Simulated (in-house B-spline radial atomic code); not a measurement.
Atomic self-consistent-field run: Tc5+ (an excited or competing configuration). Computed with a B-spline radial code for spherical atoms: scalar-relativistic (X2C) wB97X, spin-polarised, spherical fractional occupations, exact exchange averaged over the configuration, Fermi nucleus of rms radius 4.41117 fm.

Command:
```bash
python run_scf.py task.json out
```
Settings (nuclear radius in fm, mass in u):
```
Z                43
configuration    [Kr] 4d1 5p1
hamiltonian      x2c
method           wb97x
spin_polarised   True
nucleus          fermi
rms_radius       4.41117
atomic_mass      96.90636
speed_of_light   137.035999084
exact_exchange   averaged over the configuration
```

Output (hartree, bohr):
```
 radial grid: 69 intervals, B-splines of order 8, outer radius 25.4386 bohr

 iter        energy (Eh)    residual
    1       -4272.623029    5.63e-01
    2       -4277.660964    2.56e-01
    3       -4278.841055    7.17e-02
    4       -4278.916056    2.58e-02
    5       -4278.921936    6.52e-03
    6       -4278.922971    1.07e-03
    7       -4278.922981    1.31e-04
    8       -4278.922981    1.44e-05
    9       -4278.922981    1.55e-06
   10       -4278.922981    5.42e-07
   11       -4278.922981    5.06e-07
   12       -4278.922981    6.64e-07
   13       -4278.922981    5.66e-07
   14       -4278.922981    9.54e-07
   15       -4278.922981    2.89e-06
   16       -4278.922981    2.94e-06
   17       -4278.922981    2.93e-06
   18       -4278.922981    2.36e-06
   19       -4278.922981    2.73e-06
   20       -4278.922981    4.29e-07

 total energy                     -4278.92298
 kinetic                            4445.3425
 electron-nucleus                 -10240.5991
 Hartree                            1643.3033
 exact exchange                      -24.7293
 exchange-correlation               -102.2403

 orbital      occ     eigenvalue          <r>       <r^2>       <1/r>       r_max
 1s up      1.000      -770.5042    0.0337718  0.00155049     46.2489     0.02168
 1s down    1.000      -770.5024    0.0337717  0.00155048      46.249     0.02168
 2s up      1.000      -112.8838     0.149117   0.0262771     10.3723      0.1261
 2s down    1.000      -112.8746     0.149112   0.0262751     10.3727      0.1261
 2p up      3.000      -101.3109     0.130161   0.0207143      9.8236      0.1006
 2p down    3.000      -101.3025     0.130155   0.0207124     9.82394      0.1006
 3s up      1.000       -22.1976     0.414364    0.196722     3.54452      0.3721
 3s down    1.000       -22.1928     0.414371    0.196708     3.54392      0.3722
 3p up      3.000       -18.3785      0.41526    0.200619     3.32982      0.3655
 3p down    3.000       -18.3725     0.415257    0.200584     3.32929      0.3656
 3d up      5.000       -12.1958     0.397893    0.189807     3.08828      0.3112
 3d down    5.000       -12.1862     0.397873    0.189733     3.08791      0.3113
 4s up      1.000        -5.4839      1.02818     1.19092     1.33688      0.9402
 4s down    1.000        -5.4374      1.02761     1.18955      1.3383      0.9388
 4p up      3.000        -4.3612      1.11189     1.40194     1.20967       1.002
 4p down    3.000        -4.3089      1.11056     1.39751     1.21095       1.001
 4d up      1.000        -2.7367      1.33832     2.06557    0.977597       1.155
 5p up      1.000        -1.7159       2.5168     7.06329    0.523626        2.39
```

Cost of the run: 4.1 s on 1 thread of Intel(R) Xeon(R) Platinum 8259CL CPU @ 2.50GHz, on a shared host.

One-electron X2C: radii and densities carry no picture-change correction, so inner-shell <1/r> comes out high (for 1s by about 2 % at Z = 33, 5 % at 54, 10 % at 75, 30 % at 118) and <r> low.
